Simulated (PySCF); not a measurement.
Isomers of H2Cl2Si2. All species are isolated molecules in the gas phase. Strings in code marks are SMILES.

The four lowest singlet excitations (Tamm–Dancoff). Method: PBE-D3(BJ)/def2-TZVP // PBE0-D3(BJ)/def2-TZVP (PySCF). Excitations are Tamm–Dancoff values on a coarser integration grid. The basis has no diffuse functions, so Rydberg states are missing or too high.

| state | energy (eV) | wavelength (nm) | oscillator strength |
|---|---|---|---|
| S1 | 3.91 | 317 | 0.243 |
| S2 | 4.39 | 283 | 0.097 |
| S3 | 4.45 | 278 | 0.000 |
| S4 | 4.88 | 254 | 0.001 |

**Question.** Which member gives these states?
A. `[SiH2]=[Si](Cl)Cl`
B. `Cl/[SiH]=[SiH]/Cl`
C. `Cl/[SiH]=[SiH]\Cl`

**Answer.** A, `[SiH2]=[Si](Cl)Cl`
